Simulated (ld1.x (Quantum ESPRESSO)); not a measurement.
**What one change does to a pseudopotential (sulfur, ultrasoft)**

```json
{"Element": "S (Z = 16)", "Generator": "ld1.x (Quantum ESPRESSO) 7.5", "Type": "ultrasoft", "Functional": "LDA (PZ)", "Relativity": "scalar-relativistic", "Frozen core": "[Ne]", "Valence charge": "6", "Reference configuration": "3s1.75 3p4.25", "Partial waves": "3s (bound): rcut 1.25, rcutus 1.60 bohr; 3s channel at -0.7 Ry: rcut 1.25, rcutus 1.60 bohr; 3p (bound): rcut 0.95, rcutus 1.20 bohr; 3p channel at 2.65 Ry: rcut 0.95, rcutus 1.20 bohr; 3d channel at 0.05 Ry: rcut 1.75, rcutus 1.85 bohr; 3d channel at 1.1 Ry: rcut 1.75, rcutus 1.85 bohr", "Local potential": "all-electron potential smoothed inside 1.05 bohr (lloc = -1)", "Core correction": "none", "Augmentation charge": "PSQ, radius 1.05 bohr"}
```

Change: core correction a·sin(br)/r model core inside 0.70 bohr.

Cutoffs: the cutoffs (Ry, on a coarse ladder) from which the occupation-weighted sum of valence levels, in a spherical-Bessel basis at the reference potential, stays within 10 and 1 mRy of its value at 400 Ry; they do not see the model core or the augmentation charge, which bear on the density cutoff. Errors are all-electron minus pseudo energies relative to the spin-unpolarised reference configuration.

Q: How do hardness, ghosts and transferability respond?

A: The potential gets neither clearly harder nor softer (30 Ry and 45 Ry → 30 Ry and 45 Ry); of the 9 tests that both files solve, the error grows in 0 and shrinks in 7 by more than 15 % and 0.3 meV (median size 8.1 → 0.5 meV); neither file shows a bound ghost. Exchange and correlation are not linear in the density, so unscreening with the valence charge alone errs where core and valence overlap; a model core restores that term. A model core, the more so a compact one, raises the density cutoff, which this test does not measure.

| quantity | base | changed |
| --- | --- | --- |
| cutoff, loose | 30 Ry | 30 Ry |
| cutoff, tight | 45 Ry | 45 Ry |
| bound ghosts | none | none |
| error for 3s2 3p4, meV [ΔE -2.55 eV] | +0.3 | +0.1 |
| error for 3s2 3p3, meV [ΔE 9.32 eV] | +0.9 | 0.0 |
| error for 3s2 3p2, meV [ΔE 31.69 eV] | +12 | +0.5 |
| error for 3s2 3p1, meV [ΔE 65.85 eV] | +58 | -0.5 |
| error for 3s0 3p6, meV [ΔE 18.06 eV] | +8.1 | +2.2 |
| error for 3s2 3p4.3, meV [ΔE -4.29 eV] | +0.5 | +0.3 |
| error for 3s1 3p5, meV [ΔE 7.69 eV] | +1.3 | +0.2 |
| error for 3s1.75 3p4.25 (spin-polarised), meV [ΔE -0.74 eV] | +90 | +3.9 |
| error for 3s2 3p4 (spin-polarised), meV [ΔE -3.25 eV] | +77 | +3.3 |
| s: phases at 2.01 bohr within 0.05 rad from the reference energy up to (Ry; the scan ends near 5) | 4.3 | 4.3 |
| p: phases at 2.01 bohr within 0.05 rad from the reference energy up to (Ry; the scan ends near 5) | 3.4 | 3.4 |
| d: phases at 2.01 bohr within 0.05 rad from the reference energy up to (Ry; the scan ends near 5) | 3.5 | 3.5 |
| lowest overlap eigenvalue by channel | s 0.36, p 0.74, d 0.96 | s 0.36, p 0.74, d 0.96 |
